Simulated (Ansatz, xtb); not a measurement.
**C3H9FSi: which of two isomers lies lower**

Structure I is `C[C@@H](F)C[SiH3]`, a singlet and structure II is `CC[C@@H](F)[SiH3]`, a singlet. Both are isolated molecules in the gas phase, relaxed with r2SCAN-D4/def2-SVP; each stands in its lowest conformer found.

Energies in hartree; the thermal terms are from GFN2-xTB frequencies at re-optimised GFN2-xTB minima (ideal gas, soft modes damped towards free rotors, one conformer each, 298.15 K, 1 atm) and include the zero-point energy:

|  | I | II |
| --- | --- | --- |
| E, CCSD(T)/def2-SVP | −507.760831 | −507.747977 |
| E, MP2/def2-SVP | −507.675582 | −507.662017 |
| E, MP2/def2-TZVPP | −508.217789 | −508.204409 |
| zero-point energy | 0.108136 | 0.108344 |
| H(298 K) − E | 0.116675 | 0.116970 |
| G(298 K) − E | 0.076678 | 0.076808 |

Task: Correct the CCSD(T) difference for the basis set by the MP2 change, then work out ΔE, ΔE₀, ΔH and ΔG for I → II in kJ/mol (1 Eh = 2625.50 kJ/mol) and the equilibrium ratio [II]/[I].

Result: 1. Differences II − I: CCSD(T) +0.012854, MP2 in the small set +0.013565, MP2 in the large set +0.013380 Eh.
2. ΔE = +0.012854 + (+0.013380 − (+0.013565)) = +0.012669 Eh = +33.26 kJ/mol.
3. ΔE₀ = ΔE + ΔZPE = +0.012669 + (+0.000208) Eh = +33.81 kJ/mol.
4. ΔH = ΔE + (+0.000295) Eh = +34.04 kJ/mol.
5. ΔG = ΔE + (+0.000130) Eh = +33.60 kJ/mol, so ΔS = (ΔH − ΔG)/T = +1.5 J/(mol K).
6. kT = 0.9442 mEh, so K = [II]/[I] = exp(−ΔG/kT) = exp(−13.56) ≈ 1.3 × 10^−6.

Structure I is favoured at this temperature. An error of 4 kJ/mol in ΔG would change K by a factor of 5. Mirror images and further conformers aren't counted.

As drawn, both hold the same kinds of bond in the same numbers.

Other levels gave ΔE = +15.4 (GFN2-xTB); +19.5 (HF/STO-3G, GFN2-xTB geometries); +33.3 (r2SCAN-D4/def2-SVP//GFN2-xTB); +34.1 (r2SCAN-D4/def2-SVP); +35.3 (HF/def2-SVP); +35.6 (MP2/def2-SVP); +33.7 (CCSD(T)/def2-SVP) kJ/mol. The correlated steps freeze 9 core orbitals. Programs: Ansatz 0.2.0, xtb 6.7.1.
